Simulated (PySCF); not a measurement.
BH4N, SMILES BN.

Geometry optimised at B3LYP-D3(BJ)/def2-TZVP.

Method: HF/def2-TZVPD (PySCF).

The molecule is in vacuum.

* **total energy**: -81.52799 hartree
* **point group**: C2v
* **highest occupied level**: -11.97 eV
* **lowest empty level**: 1.41 eV
* **orbital gap**: 13.38 eV
* **dipole moment**: 1.67 D
* **quadrupole, principal values (traceless, Buckingham form, about the centre of nuclear charge)**: -1.60, 0.76, 0.84 D·Å
* **mean static polarisability**: 24.5 bohr³ (3.63 Å³)
* **polarisability, principal values**: 20.3, 24.6, 28.5 bohr³
